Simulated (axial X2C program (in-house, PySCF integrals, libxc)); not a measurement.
Spin–orbit effects along a row: molecules with H, PBE0

Computed with an axial X2C code built on PySCF integrals, spin-free (one-electron X2C) or two-component (2c: spin–orbit coupling with atomic mean-field Coulomb and Gaunt terms, which also bring small scalar terms), in Dyall basis sets with cores contracted in-house; open shells are unrestricted.

Basis sets: Ag dyall-cv3z, Cd dyall-cv3z, H dyall-v3z, In dyall-cv3z, Mo dyall-cv3z, Nb dyall-cv3z, Pd dyall-cv3z, Rh dyall-cv3z, Ru dyall-cv3z, Sb dyall-cv3z, Sn dyall-cv3z, Tc dyall-cv3z, Te dyall-cv3z.

| molecule | spin-free state | Re (Å) | ωe (cm⁻¹) | De (eV) | 2c state | Re 2c (Å) | ωe 2c (cm⁻¹) | De 2c (eV) |
| --- | --- | --- | --- | --- | --- | --- | --- | --- |
| NbH | M_S = 2, Λ = 2 | 1.764 | 1714.0 | 2.52 | Ω = 1 | 1.783 | 1707.7 | n/a |
| MoH | M_S = 5/2, Λ = 0 | 1.717 | 1758.7 | 2.36 | Ω = 5/2 | 1.717 | 1757.4 | 2.36 |
| TcH | M_S = 2, Λ = 1 | 1.646 | 1865.3 | 2.49 | Ω = 3 | 1.647 | 1858.9 | 2.54 |
| RuH | M_S = 3/2, Λ = 0 | 1.583 | 1968.5 | 2.77 | Ω = 3/2 | 1.584 | 1966.0 | n/a |
| RhH | M_S = 1, Λ = 2 | 1.552 | 2008.3 | 2.93 | Ω = 3 | 1.553 | 2005.0 | n/a |
| PdH | M_S = 1/2, Λ = 0 | 1.533 | 2022.9 | 2.41 | Ω = 1/2 | 1.534 | 2014.5 | 2.42 |
| AgH | M_S = 0, Λ = 0 | 1.624 | 1764.3 | 2.28 | Ω = 0 | 1.624 | 1763.8 | 2.28 |
| CdH | M_S = 1/2, Λ = 0 | 1.767 | 1437.0 | 0.85 | Ω = 1/2 | 1.767 | 1437.3 | 0.85 |
| InH | M_S = 0, Λ = 0 | 1.849 | 1461.7 | 2.63 | Ω = 0 | 1.849 | 1461.9 | n/a |
| SnH | M_S = 1/2, Λ = 1 | 1.779 | 1713.4 | 2.57 | Ω = 1/2 | 1.780 | 1705.7 | n/a |
| SbH | M_S = 1, Λ = 0 | 1.716 | 1934.4 | 2.58 | Ω = 1 | 1.717 | 1927.9 | 2.52 |
| TeH | M_S = 1/2, Λ = 1 | 1.659 | 2150.6 | 2.88 | Ω = 3/2 | 1.663 | 2129.6 | 2.86 |

Question: Work out the shifts from the spin-free to the two-component result.

Answer: 

```csv
molecule,2c state,ΔRe (Å),Δωe (cm⁻¹),ΔDe (eV)
NbH,Ω = 1,other state,other state,n/a
MoH,Ω = 5/2,0.000,-1.3,0.00
TcH,Ω = 3,0.001,-6.4,0.05
RuH,Ω = 3/2,0.001,-2.5,n/a
RhH,Ω = 3,0.001,-3.3,n/a
PdH,Ω = 1/2,0.001,-8.4,0.01
AgH,Ω = 0,0.000,-0.5,0.00
CdH,Ω = 1/2,0.000,0.3,0.00
InH,Ω = 0,0.000,0.2,n/a
SnH,Ω = 1/2,0.001,-7.7,n/a
SbH,Ω = 1,0.001,-6.5,-0.06
TeH,Ω = 3/2,0.004,-21.0,-0.02
```

Shifts of one unit in the last digit are rounding.

Each entry is the lowest single determinant of a limited PBE0 search at one distance. De goes to single-determinant-based atoms at the same level (for ions the charge split of lowest energy) and is withheld (n/a) where an atom does not fit its ground term or J level. Main or longest-lived isotopes. One determinant is a doubtful description, or other states lie close, for NbH, MoH, TcH, RuH, RhH, SbH; these need not be ground states, and all values refer to the states named. Some open-shell Ω = 0 determinants are out of reach, so the Ω given for NbH, TcH, SbH need not be the lowest component. With several unpaired electrons the Ω given is that of one determinant, not necessarily of the lowest component. The functionals have no current term, which raises determinants with orbital currents. The lowest determinant changes configuration between the Hamiltonians for NbH, so two states are compared there.
